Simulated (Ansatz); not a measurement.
Consider the formal exchange of groups at a C–N bond: `CN(C)[SiH](N)F` + `O=CF` → `CC(=O)F` + `CN[SiH](N)F`.

Program: Ansatz. Geometries: PBE0-D4/def2-TZVP. ΔE: electronic, gas phase. CBS: MP2 limit from def2 TZ/QZ plus the TZ coupled-cluster correction, frozen cores. This one scheme is used for every species. Each species was taken in one conformer, which may not be the lowest.

```json
{"species": "`CN(C)[SiH](N)F`", "SCS-MP2/def2-QZVPP energy (Eh)": "-579.77087"}
{"species": "`O=CF`", "SCS-MP2/def2-QZVPP energy (Eh)": "-213.52836"}
{"species": "`CC(=O)F`", "SCS-MP2/def2-QZVPP energy (Eh)": "-252.77757"}
{"species": "`CN[SiH](N)F`", "SCS-MP2/def2-QZVPP energy (Eh)": "-540.54460"}
```

Q: Work out ΔE.

A: ΔE = (-252.77757) + (-540.54460) − (-579.77087) − (-213.52836) = -0.02294 Eh = -14.4 kcal/mol. CCSD(T)/CBS gives -14.9 kcal/mol.

Largest T1 diagnostic among the species: 0.016.

In def2-TZVPP, CCSD(T) changes the Hartree–Fock value by +3.3 kcal/mol (the triples alone add +0.5 kcal/mol) and MP2 by +3.4 kcal/mol. The D4 term adds +1.7 kcal/mol with B3LYP and +1.0 kcal/mol with PBE0; it sums over pairs of atoms, weighted by their polarisabilities, and B3LYP, whose exchange is more repulsive, gets the larger term.

B3LYP here is the variant with VWN-RPA as its local correlation; programs differ in this.
